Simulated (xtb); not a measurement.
(1Z)-1,2-difluorobuta-1,3-diene (C4H4F2), SMILES C=C/C(F)=C/F. All values are semi-empirical tight-binding results from xtb (GFN2-xTB unless named), good for trends rather than for accurate numbers. Coordinates come from a GFN2-xTB optimisation. One conformer was computed; it need not be the lowest.

Estimate the properties. (An estimate is asked for; the answer gives what the named calculation found.)


```yaml
point_group_as_xtb_finds_it: Cs
orbital_gap: 3.60 eV
dipole_moment: 3.40 D
zero_point_energy: 42.3 kcal/mol
G − E(el) at 298.15 K (modified RRHO): 23.5 kcal/mol
static polarisability (D4 model): 51.3 bohr³
solvation energy, GFN2-xTB/ALPB(water): -3.0 kcal/mol
solvation energy, GFN2-xTB/ALPB(ether): -5.2 kcal/mol
```

Give the IR lines (harmonic; lines under 4 % of the strongest left out, lines within 3 cm⁻¹ merged). (An estimate is asked for; the answer gives what the named calculation found.)

ν (cm⁻¹): 619 (w), 859 (m), 896 (w), 1003 (w), 1011 (w), 1117 (vs), 1275 (m), 1286 (w), 1683 (m), 3088 (w), 3104 (w), 3150 (w) (against the strongest line: vs over 80 %, s over 45 %, m over 15 %, w over 4 %, vw less)
